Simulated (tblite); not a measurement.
Compound: C₄H₁₀O₂Si.
SMILES with atom numbers: `[CH3:1][CH:2]([CH3:3])[O:4][C:5](=[O:6])[SiH3:7]` (hydrogens: H8, H9, H10 on C1; H11 on C2; H12, H13, H14 on C3; H15, H16, H17 on Si7)

Structure optimised with GFN2-xTB, isolated species.

Q: Give the optimised bond lengths and angles.

A: 
```
                     bond  length (bohr)   order
             C1–C2, C2–C3          2.878  single
                    C2–O4          2.724  single
                    O4–C5          2.517  single
                    C5=O6          2.282  double
                   C5–Si7          3.621  single
   C1–H8 and 5 like bonds          2.054  single
                   C2–H11          2.075  single
Si7–H15, Si7–H16, Si7–H17          2.760  single
```

Bonds in one row agree within 0.02 bohr and their mean is given. Orders are formal, as drawn. A selection of angles:
```
      angle  degrees
   C2–C1–H8    109.8
   H8–C1–H9    108.7
   C1–C2–C3    112.2
   C1–C2–O4    107.3
  C1–C2–H11    110.8
   C3–C2–O4    109.4
  C3–C2–H11    109.5
  O4–C2–H11    107.5
   C2–O4–C5    118.5
   O4–C5–O6    124.1
  O4–C5–Si7    110.6
  O6–C5–Si7    125.4
 C5–Si7–H15    107.2
H15–Si7–H16    111.8
H16–Si7–H17    110.2
```

Torsions: C1–C2–O4–C5 -154° (antiperiplanar); C2–O4–C5–O6 1° (synperiplanar). The mirror-image conformer, all signs reversed, is as good.

The 3 C–O bonds span 1.208 Å (C5=O6, drawn double) to 1.442 Å (C2–O4, drawn single), a spread of 0.234 Å. Si7 (SiH3 silicon) is tetrahedral (angles from 107.2° to 112.2°). Of the pairs four or more bonds apart, O6···H11 is among the closest relative to their van der Waals radii: 2.38 Å, 88 % of the sum of Bondi's values.

Point group: C1 (no symmetry element, even within 0.4 Å). GFN2-xTB frequencies show an imaginary mode (34i cm⁻¹), so the point is no minimum at that level. 2 starts were optimised and ended at 0.00 and 0.07 kcal/mol (GFN2-xTB); the lowest of these is shown.

The numbers are calculated, not measured.
